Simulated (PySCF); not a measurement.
Cl4SW, triplet, at a GFN2-xTB geometry (such geometries of metal compounds can be far from the true shape) (the multiplicity is a formal guess) (core potentials on W); DF-M062X/def2-SVP (PySCF).

Here is a job for PySCF.
```python
from pyscf import gto, scf, dft

mol = gto.M(
    atom='''
W     0.00037218   -0.00016050    0.00039474
S     1.59769516   -0.68898674    1.69456177
Cl   -1.52008681    0.65551908   -1.61224811
Cl    0.33502183    2.12108283    0.55724884
Cl    1.25839237   -0.94869325   -1.56146984
Cl   -1.57866055   -1.17875192    1.01986914
''',
    basis='def2-svp',
    ecp={'W': 'def2-svp'},
    spin=2,
    verbose=4,
)

mf = dft.UKS(mol)
mf.xc = 'm062x'
mf = mf.density_fit(auxbasis='def2-universal-jkfit')
mf = mf.newton()
mf.kernel()
mf.analyze()
```

What the program printed (banner, timings and long lists left out):

```
PySCF version 2.14.0

[INPUT] verbose = 4
[INPUT] num. atoms = 6
[INPUT] num. electrons = 98
[INPUT] charge = 0
[INPUT] spin (= nelec alpha-beta = 2S) = 2
[INPUT] symmetry False subgroup None
[INPUT] Mole.unit = angstrom
[INPUT] Symbol           X                Y                Z      unit          X                Y                Z       unit  Magmom
[...]
nuclear repulsion = 697.858291638669
number of shells = 52
number of NR pGTOs = 237
number of NR cGTOs = 122
basis = def2-svp
ecp = {'W': 'def2-svp'}

******** <class 'pyscf.soscf.newton_ah.SecondOrderDFUKS'> ********
method = SecondOrderDFUKS
initial guess = minao
damping factor = 0
level_shift factor = 0
DIIS = <class 'pyscf.scf.diis.CDIIS'>
diis_start_cycle = 1
diis_space = 8
diis_damp = 0
SCF conv_tol = 1e-09
SCF conv_tol_grad = None
SCF max_cycles = 50
direct_scf = False
number electrons alpha = 50  beta = 48
XC library pyscf.dft.libxc version 7.1.2
    S. Lehtola, C. Steigemann, M. J. T. Oliveira, and M. A. L. Marques,  SoftwareX 7, 1–5 (2018)
XC functionals = m062x
    Y. Zhao and D. G. Truhlar,  Theor. Chem. Acc. 120, 215 (2008)
    Y. Zhao and D. G. Truhlar,  Theor. Chem. Acc. 120, 215 (2008)
radial grids:
    Treutler-Ahlrichs [JCP 102, 346 (1995); DOI:10.1063/1.469408] (M4) radial grids

becke partition: Becke, JCP 88, 2547 (1988); DOI:10.1063/1.454033
pruning grids: <function nwchem_prune>
grids dens level: 3
symmetrized grids: False
atomic radii adjust function: <function treutler_atomic_radii_adjust>
small_rho_cutoff = 0
******** <class 'pyscf.df.df_jk.DFUKS'> Newton solver flags ********
SCF tol = 1e-09
conv_tol_grad = None
max. SCF cycles = 50
direct_scf = False
max_cycle_inner = 12
max_stepsize = 0.05
ah_start_tol = 1e+09
ah_level_shift = 0
ah_conv_tol = 1e-12
ah_lindep = 1e-14
ah_start_cycle = 1
ah_max_cycle = 40
ah_grad_trust_region = 2.5
kf_interval = 4
kf_trust_region = 5
canonicalization = True
Set conv_tol_grad to 3.16228e-05
tot grids = 118712
******** <class 'pyscf.df.df.DF'> ********
auxbasis = def2-universal-jkfit

Initial guess E= -2305.24755168918  |g|= 0.416241
macro= 0  E= -2305.32931800463  delta_E= -0.0817663  |g|= 0.0322044  4 KF 22 JK
macro= 1  E= -2305.33216667931  delta_E= -0.00284867  |g|= 0.00252266  4 KF 16 JK
macro= 2  E= -2305.33216794678  delta_E= -1.26747e-06  |g|= 0.000194918  4 KF 24 JK
macro= 3  E= -2305.33216795954  delta_E= -1.27529e-08  |g|= 1.30519e-05  2 KF 6 JK
macro= 4  E= -2305.33216795954  delta_E= 0  |g|= 7.7123e-06  1 KF 2 JK
[...]
converged SCF energy = -2305.33216795954  <S^2> = 2.0088375  2S+1 = 3.0058859
Total Energy =                       -2305.332167959536491
[...]
spin_pop of  2 Cl 2pz       0.00000
spin_pop of  2 Cl 3px       0.00342
spin_pop of  2 Cl 3py      -0.00720
spin_pop of  2 Cl 3pz       0.00820
spin_pop of  2 Cl 4px       0.00389
spin_pop of  2 Cl 4py       0.00068
spin_pop of  2 Cl 4pz       0.00428
spin_pop of  2 Cl 3dxy      0.00051
spin_pop of  2 Cl 3dyz      0.00004
spin_pop of  2 Cl 3dz^2     0.00331
spin_pop of  2 Cl 3dxz      0.00008
spin_pop of  2 Cl 3dx2-y2    0.00051
spin_pop of  3 Cl 1s        0.00000
spin_pop of  3 Cl 2s       -0.00000
spin_pop of  3 Cl 3s        0.00011
spin_pop of  3 Cl 4s        0.00012
spin_pop of  3 Cl 2px      -0.00000
spin_pop of  3 Cl 2py      -0.00000
spin_pop of  3 Cl 2pz       0.00000
spin_pop of  3 Cl 3px      -0.00571
spin_pop of  3 Cl 3py      -0.00858
spin_pop of  3 Cl 3pz       0.00526
spin_pop of  3 Cl 4px       0.00012
spin_pop of  3 Cl 4py       0.00003
spin_pop of  3 Cl 4pz       0.00114
spin_pop of  3 Cl 3dxy      0.00005
spin_pop of  3 Cl 3dyz      0.00072
spin_pop of  3 Cl 3dz^2     0.00029
spin_pop of  3 Cl 3dxz      0.00010
spin_pop of  3 Cl 3dx2-y2    0.00063
spin_pop of  4 Cl 1s        0.00000
spin_pop of  4 Cl 2s       -0.00000
spin_pop of  4 Cl 3s        0.00056
spin_pop of  4 Cl 4s        0.00010
spin_pop of  4 Cl 2px       0.00000
spin_pop of  4 Cl 2py      -0.00000
spin_pop of  4 Cl 2pz       0.00000
spin_pop of  4 Cl 3px       0.01716
spin_pop of  4 Cl 3py      -0.00432
spin_pop of  4 Cl 3pz       0.02007
spin_pop of  4 Cl 4px       0.00407
spin_pop of  4 Cl 4py       0.00066
spin_pop of  4 Cl 4pz       0.00418
spin_pop of  4 Cl 3dxy      0.00143
spin_pop of  4 Cl 3dyz      0.00012
spin_pop of  4 Cl 3dz^2     0.00356
spin_pop of  4 Cl 3dxz      0.00012
spin_pop of  4 Cl 3dx2-y2    0.00033
spin_pop of  5 Cl 1s        0.00000
spin_pop of  5 Cl 2s       -0.00000
spin_pop of  5 Cl 3s        0.00021
spin_pop of  5 Cl 4s        0.00006
spin_pop of  5 Cl 2px      -0.00000
spin_pop of  5 Cl 2py      -0.00000
spin_pop of  5 Cl 2pz       0.00000
spin_pop of  5 Cl 3px      -0.00047
spin_pop of  5 Cl 3py      -0.01019
spin_pop of  5 Cl 3pz       0.01089
spin_pop of  5 Cl 4px       0.00127
spin_pop of  5 Cl 4py       0.00021
spin_pop of  5 Cl 4pz       0.00269
spin_pop of  5 Cl 3dxy      0.00059
spin_pop of  5 Cl 3dyz      0.00126
spin_pop of  5 Cl 3dz^2     0.00010
spin_pop of  5 Cl 3dxz      0.00032
spin_pop of  5 Cl 3dx2-y2    0.00074
In total            50.00000 | 48.00000
Dipole moment(X, Y, Z, Debye):  0.34892, -0.05604,  0.60427
```
